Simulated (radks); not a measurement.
Ni+, configuration [Ar] 3d9.

Method: Dirac Kohn-Sham, LDA (Slater exchange, Perdew-Wang correlation), spin-unpolarised, spherical densities, point nucleus; open shells fill j = l - 1/2 first; computed with a radial shooting solver on a logarithmic mesh with Libxc functionals.

Energy parts (Ry):
part                       energy
total                 -3035.72876
kinetic                3083.43885
electron-nucleus      -7291.61406
Hartree                1294.08539
exchange-correlation   -121.63893

Orbitals (lengths in bohr, moments of r in powers of bohr; r(max) is where P^2 peaks):
orbital  occ.  eigenvalue (Ry)   r(max)      <r>
1s1/2       2        -602.4348  0.03546  0.05417
2s1/2       2        -72.18115   0.2050   0.2452
2p1/2       2        -63.07660   0.1630   0.2133
2p3/2       4        -61.79399   0.1656   0.2165
3s1/2       2         -8.36604   0.6411   0.7452
3p1/2       2         -5.60205   0.6432   0.7790
3p3/2       4         -5.44139   0.6511   0.7897
3d3/2       4         -0.98664   0.6338    1.066
3d5/2       5         -0.97029   0.6369    1.076

The highest occupied level is 3d5/2 at -13.202 eV. Summed over all electrons, <r^2> = 20.38 bohr^2, which gives a Langevin (diamagnetic) susceptibility term of -16.1 x 10^-6 cm^3/mol.
